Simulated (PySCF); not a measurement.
## Stretching ICl⁺

Set-up: I def2-SVP with ECP28, Cl def2-SVP; scalar-relativistic core potentials (PySCF 2.14). Energies in eV from I⁺ + Cl in their ground configurations at the same level. All curves are PBE0. state 1: ²Π (doublet), unpaired electrons π ↑; state 2: ⁴Σ⁻ (quartet), unpaired electrons σ ↑, π ↑↑, a second solution, started from another occupation.

```
R (Å)  state 1  state 2
1.957   -0.928    2.747
2.048   -1.822    1.313
2.139   -2.298    0.330
2.208   -2.461   -0.185
2.276   -2.504   -0.555
2.344   -2.458   -0.810
2.435   -2.302   -1.013
2.549   -2.010   -1.110
2.686   -1.594   -1.077
2.868   -1.045   -0.895
```

Question: Put a parabola through the three lowest points of the state 1 curve and estimate Re, k and ωe (reduced mass 27.41 u; 1 eV/Å² = 0.16022 mdyn/Å; ωe = 1302.8·√(k/μ) cm⁻¹).

Answer: Through R = 2.208, 2.276, 2.344 Å the second-order coefficient is 9.62 eV/Å², so Re ≈ 2.275 Å, k ≈ 3.08 mdyn/Å and ωe ≈ 437 cm⁻¹. A polynomial fit of higher order to the unrounded PBE0 energies gives Re = 2.272 Å, k = 3.08 mdyn/Å, ωe = 437 cm⁻¹; anharmonicity and rounding make the difference.

The higher-order fit for each curve: state 1: Re = 2.272 Å, ωe = 437 cm⁻¹, De = 2.50 eV; state 2: Re = 2.581 Å, ωe = 278 cm⁻¹, minimum 1.11 eV below the ground-state fragments.

⟨S²⟩ of the unrestricted solution departs from its pure value on part of the curve, where spin states mix. These are scalar-relativistic numbers at best; spin–orbit coupling would shift them, the dissociation energy most. For an ion De counts to the pair picked by the measured ionisation energies or electron affinities, which need not be the lowest pair at this level. The state was picked by a PBE0 search and need not be the measured ground state.
